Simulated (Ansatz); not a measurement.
```yaml
crystal:
  periodic: [false, false, false]
  atoms:
    - {symbol: Al, position_ang: [-0.535602, 1.032543, -0.727837]}
    - {symbol: C, position_ang: [-0.202346, -0.917789, 0.791970]}
    - {symbol: C, position_ang: [0.953754, -0.775136, 0.131937]}
    - {symbol: Cl, position_ang: [0.054517, 2.563401, 0.632063]}
    - {symbol: H, position_ang: [0.331626, 0.885701, -2.044795]}
    - {symbol: H, position_ang: [-2.056113, 0.592469, -0.678348]}
    - {symbol: H, position_ang: [-0.942573, -1.649505, 0.490052]}
    - {symbol: H, position_ang: [-0.423274, -0.330087, 1.677535]}
    - {symbol: H, position_ang: [1.194976, -1.385747, -0.730302]}
    - {symbol: H, position_ang: [1.708034, -0.067050, 0.460725]}
basis:
  gaussian: {orbitals: pcseg-2, fitting: {mean_field: cc-pVTZ-jkfit}}
magnetization: {spin_polarized: true, initial_magnetization: 0}
hamiltonian: {xc: {name: wB97X-D}, dispersion: d3bj, pseudopotentials: {relativity: none}}
accuracy: high
output: {forces: true}
```

```sh
$ ansatz run in.yaml --threads 2 --pin off --events-out ev --progress --plain --max-ram 4352MiB
```

Q: How does Ansatz answer? (An estimate is asked.)

A: Ansatz gave: The program refused the input.
```
Error: YAML parse error: error: line 17 column 19: hamiltonian.xc: no functional is named "wB97X-D"; the names, which are not case-sensitive, are SVWN5, SPW92, PBE, PBE0, PBEsol, revPBE, revPBE0, RPBE, rPW86-PBE, HSE06, wPBEh, LC-wPBE, HISS, HF, BLYP, B3LYP, B3LYP5, BHLYP, CAM-B3LYP, r2SCAN, r2SCANh, r2SCAN0, r2SCAN50, m-r2SCAN, B97, wB97, wB97X, wB97X-V, B97M-V, wB97M-V, B2PLYP, B2GP-PLYP, PBE0-DH, PBE-QIDH
15 |   gaussian: {orbitals: pcseg-2, fitting: {mean_field: cc-pVTZ-jkfit}}
16 | magnetization: {spin_polarized: true, initial_magnetization: 0}
17 | hamiltonian: {xc: {name: wB97X-D}, dispersion: d3bj, pseudopotentials: {relativity:…
18 | accuracy: high
19 | output: {forces: true}
```

HSE06 is defined as in plane-wave codes.
